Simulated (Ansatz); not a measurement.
Reaction (SMILES): ClC(Cl)=C(Cl)Cl + 4 C (CH4) -> C=C (C2H4) [ethene] + 4 CCl (CH3Cl) [chloromethane]
Geometries: B3LYP-D3(BJ)/def2-TZVP minima from Ansatz (a quantum-chemistry and plane-wave program). Unstable Hartree-Fock reference: ClC(Cl)=C(Cl)Cl.

Quantity: bond separation energy (electronic energy difference), in eV. Valence correlation only, unless marked. No spin-orbit coupling. No relativistic terms. CBS marks a two-point X^-3 extrapolation of the correlation energy; Hartree-Fock from the larger set. The bracket is a focal-point correction in the basis named.

```csv
level,program,bond separation energy (eV),minus last row
HF/6-31G,Ansatz,-1.06,-1.31
PBE/def2-TZVPD,Ansatz,0.42,0.17
PBE-D3(BJ)/def2-TZVPD,Ansatz + dftd3,0.50,0.25
B3LYP/def2-TZVPD,Ansatz,0.08,-0.17
HSE06-D4/def2-TZVPD,Ansatz + dftd4,0.36,0.11
SCS-MP2/STO-3G,Ansatz,0.01,-0.24
"RI-MP2/CBS(cc-pV(T+d)Z,cc-pV(Q+d)Z)+[CCSD(T)-MP2]/cc-pV(T+d)Z",Ansatz,0.25,0.00
```
